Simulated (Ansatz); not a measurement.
Born–Oppenheimer molecular dynamics of AlH8O2PSi (13 atoms, charge 0, multiplicity 1). It starts from a rough guess of a transition structure, not a stationary point.

Level of theory: UKS revPBE-D4/STO-3G in Ansatz.

```json
{
 "ensemble": "NVE (velocity Verlet)",
 "time step": "0.5 fs",
 "steps asked": "150",
 "starting velocities drawn for": "1000 K",
 "seed": "131544"
}
```

First frame:

```xyz
13
Properties=species:S:1:pos:R:3
Al -0.354 -0.926 0.548
Si -0.067 1.750 0.193
O -1.982 -1.132 0.632
O 0.816 -1.176 1.676
H -0.066 0.744 -1.383
P 0.444 -0.902 -1.988
H -0.636 3.001 -0.332
H -0.737 1.640 1.510
H 1.343 2.043 0.502
H -2.921 -1.229 0.596
H 1.458 -1.343 2.349
H 0.990 -1.988 -2.707
H 1.711 -0.482 -1.596
```

(1) How far do the bonds stretch over the last three quarters of this one trajectory? (Pairs bonded in most of those frames.)

Results:

(1) 
| bond | mean (Å) | spread (Å) | shortest | longest |
| --- | --- | --- | --- | --- |
| Al1–O3 | 1.786 | 0.122 | 1.56 | 1.96 |
| Al1–O4 | 1.771 | 0.154 | 1.53 | 2.11 |
| Al1–P6 | 2.244 | 0.145 | 1.99 | 2.40 |
| Si2–H5 | 1.528 | 0.163 | 1.26 | 1.78 |
| Si2–H7 | 1.477 | 0.072 | 1.36 | 1.59 |
| Si2–H8 | 1.471 | 0.038 | 1.40 | 1.53 |
| Si2–H9 | 1.461 | 0.049 | 1.37 | 1.57 |
| O3–H10 | 1.068 | 0.048 | 0.98 | 1.16 |
| O4–H11 | 1.058 | 0.055 | 0.95 | 1.16 |
| P6–H12 | 1.435 | 0.020 | 1.39 | 1.48 |
| P6–H13 | 1.439 | 0.058 | 1.35 | 1.52 |

Mean temperature of the second half: 2483 K. The conserved energy stayed within 0.78 meV per atom of its start (net change 0.015 meV per atom), so the integration is sound. The system heated up, since it started high on the potential surface and ran downhill. A run of 0.075 ps of so small a system gives no equilibrium averages. The orbitals stay closed-shell, which can raise the energy where a bond breaks towards radicals; this wasn't checked here. Limits of this set-up: minimal basis.

Run time: 9.3 min on 1 thread of Arm Neoverse V2, on a shared host, peak memory 0.13 GiB.
